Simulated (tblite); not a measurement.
Isomers of C5H12FPSi. Method: GFN2-xTB as coded in tblite; computed harmonic values from a numerical Hessian at the method's own geometry, unscaled. Against measured fundamentals such values can be off by several per cent, at times by over 20. Modes of hydrogen on silicon can be 10 to 20 % off. One conformer each.

Electronic energies: GFN2-xTB at the same geometries; isomer energies are rough at this level and their order can be wrong.

```json
{"SMILES": "C[Si](C)(C)C/P=C/F", "electronic energy, lowest = 0 (kcal/mol)": "77.5"}
{"SMILES": "CC(C)/C(F)=P\\C[SiH3]", "electronic energy, lowest = 0 (kcal/mol)": "57.7"}
{"SMILES": "CP1CC[SiH](F)CC1", "electronic energy, lowest = 0 (kcal/mol)": "0.0"}
```

Q: How do GFN2-xTB zero-point energies change the relative energies?

A: 
```csv
SMILES,ZPE (kcal/mol),of it from modes above 1550 cm⁻¹,electronic (kcal/mol),"with ZPE, lowest = 0 (kcal/mol)",lowest mode (cm⁻¹),rings
CP1CC[SiH](F)CC1,99.6,49.8,0.0,0.0,60,1
CC(C)/C(F)=P\C[SiH3],95.9,48.5,57.7,54.0,45,0
C[Si](C)(C)C/P=C/F,97.9,52.0,77.5,75.8,26,0
```

The zero-point energies span 3.7 kcal/mol, from `CC(C)/C(F)=P\C[SiH3]` to `CP1CC[SiH](F)CC1`. The order is unchanged.

Q: What do entropy and thermal enthalpy add at 298.15 K and 1 bar (rigid rotor, harmonic oscillator, one conformer each)?

A: 
| SMILES | point group | symmetry number | S (cal/(mol K)) | H − H(0) (kcal/mol) | ZPE + H − H(0) − TS (kcal/mol) |
| --- | --- | --- | --- | --- | --- |
| CP1CC[SiH](F)CC1 | Cs | 1 | 98.2 | 7.07 | 77.4 |
| CC(C)/C(F)=P\C[SiH3] | C1 | 1 | 107.6 | 8.05 | 71.9 |
| C[Si](C)(C)C/P=C/F | C1 | 1 | 115.7 | 8.87 | 72.3 |
